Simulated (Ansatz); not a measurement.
CH4GeSe, SMILES `[GeH3][CH]=[Se]`. The species carries charge 0 and has multiplicity 1. Correlated methods include outer-core shells of Ge, Se, which these sets cover unevenly. Scalar relativity is left out up to krypton.

```xyz
7

Ge    0.327   -0.769   -0.098
C    -0.550    0.967    0.079
Se    0.228    2.419    0.671
H     1.796   -0.622    0.304
H     0.195   -1.247   -1.555
H    -0.396   -1.780    0.811
H    -1.599    1.031   -0.213
```

Q: Give the diagnostics of a CCSD(T)/def2-TZVPP run (frozen core, Ansatz 0.2.0). (An estimate is asked.)

A: Computed: T1 = 0.0138, largest single amplitude 0.038, largest double 0.136, (T) share of the correlation energy 4.2 %, 9 CCSD cycles. The RHF solution is unstable towards an unrestricted one. T1 lies under the customary mark of 0.02 for closed shells.
